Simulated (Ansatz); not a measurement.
Reactions of GeH10Si3 (`[SiH3][GeH]([SiH3])[SiH3]`).

Calculated with Ansatz (gas phase, PBE0-D4/def2-TZVP geometries, no zero-point term in ΔE). CCSD(T)/CBS adds triple-zeta CCSD(T) − MP2 to the extrapolated MP2 energy (def2 sets, frozen cores). This one scheme is used for every species, atoms too. For atomizations the MP2-based limit and the directly extrapolated one differ by several kJ/mol either way, and by 10 to 25 for some Ge, Se and Sn compounds, so smaller differences from it don't rank the levels. DFT in def2-TZVPP. No spin–orbit coupling; open shells (•) take unrestricted orbitals. Spin–orbit coupling would lower the free atoms: a little for Si; clearly for Ge. Bonds to Br, Ge, Mg, Se are less sure, by a few kJ/mol each and by 10 to 20 or more in all where they break to atoms, as the def2 sets lack core-valence functions. Scalar relativity is left out up to krypton. Each species was taken in one conformer, which may not be the lowest.

| reaction | MP2/CBS(def2) (kcal/mol) | CCSD/CBS(def2) (kcal/mol) | B2PLYP (kcal/mol) | r2SCAN-D4 (kcal/mol) | CCSD(T)/CBS(def2) (kcal/mol) |
| --- | --- | --- | --- | --- | --- |
| `[SiH3][GeH]([SiH3])[SiH3]` + `[NH2][Mg][OH]` → `[NH2][Mg][O][SiH3]` + `[SiH3][GeH2][SiH3]` | -22.7 | -23.8 | -24.2 | -21.9 | -22.8 |
| `[SiH3][GeH]([SiH3])[SiH3]` + `OC1=CCC1` → `[OH][GeH]([SiH3])[SiH3]` + `[SiH3]C1=CCC1` | -9.9 | -9.3 | -9.7 | -6.2 | -8.9 |
| `[SiH3][GeH]([SiH3])[SiH3]` + `BOC=N` → `BO/C=N\[SiH3]` + `[SiH3][GeH2][SiH3]` | -4.6 | -4.2 | -5.7 | -4.0 | -3.8 |
| `[SiH3][GeH]([SiH3])[SiH3]` + `CC[SeH]` → `CC[Se][SiH3]` + `[SiH3][GeH2][SiH3]` | -8.5 | -7.7 | -7.7 | -7.2 | -7.5 |
| `[SiH3][GeH]([SiH3])[SiH3]` → Ge• + 10 H• + 3 Si• | 932.3 | 941.0 | 927.8 | 944.6 | 948.4 |
| `[SiH3][GeH]([SiH3])[SiH3]` + H₂O → `[OH][GeH]([SiH3])[SiH3]` + SiH₄ | 6.0 | 4.9 | 1.6 | 4.3 | 5.4 |
| `[SiH3][GeH]([SiH3])[SiH3]` + HBr → `[SiH3]Br` + `[SiH3][GeH2][SiH3]` | -15.9 | -15.7 | -16.0 | -14.6 | -14.9 |
| `[SiH3][GeH]([SiH3])[SiH3]` + `[OH][GeH2][OH]` → `[OH][GeH2][O][SiH3]` + `[SiH3][GeH2][SiH3]` | -18.2 | -19.0 | -19.6 | -17.2 | -18.0 |
| `[SiH3][GeH]([SiH3])[SiH3]` + `[SiH3]CS` → `[SiH3]CS[SiH3]` + `[SiH3][GeH2][SiH3]` | -6.5 | -5.8 | -6.1 | -5.8 | -5.7 |
| `[SiH3][GeH]([SiH3])[SiH3]` + H₂ → `[SiH3][GeH2][SiH3]` + SiH₄ | 3.8 | 0.8 | -0.4 | 2.7 | 2.2 |

Largest T1 diagnostic: 0.015, for `BOC=N`.
